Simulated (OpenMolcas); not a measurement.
Co2+ among 4 point charges of -1.5 e arranged as a square (D4h).

```yaml
Program: OpenMolcas
Method: "SS-CASPT2, IPEA 0.25 Eh, imaginary shift 0.1 Eh (closed shells correlated: 3s 3p)"
Basis: ANO-RCC-VDZP [5s4p2d1f]
Scalar_Hamiltonian: DKH2, point nucleus
Active_space: 7 electrons in 5 orbitals (3d)
State_averaging: 2S+1 = 4 even, 10 roots; 2S+1 = 2 even, 40 roots
Spin-orbit_coupling: state interaction with AMFI integrals over the reference wave functions
```

All point charges move together. At R = 1.82 Å the first state of the same spin is 1900 cm-1, and at R = 2 Å it is 770 cm-1.

**Question.** A third run gives 4280 cm-1. What distance was it run at?

**Answer.** With a power law R^-n the two known points give n = -ln(770 / 1900) / ln(2 / 1.82) = 9.58. Then R = 1.82 × (1900 / 4280)^(1/9.58) = 1.672 Å. The run was at 1.68 Å, so the estimate is off by -0.008 Å.

An orbital doublet at a regular site is open to a Jahn-Teller distortion, which this geometry leaves out. Free-ion shares, where given, are those of the reference states; single-state CASPT2 does not remix them. Spin-orbit coupling mixes the spin-free states strongly: the lowest level takes only 70 % from its leading state, 4E (holds for R = 2). This is an electrostatic model: the charges have no orbitals. No measured value stands beside these numbers.
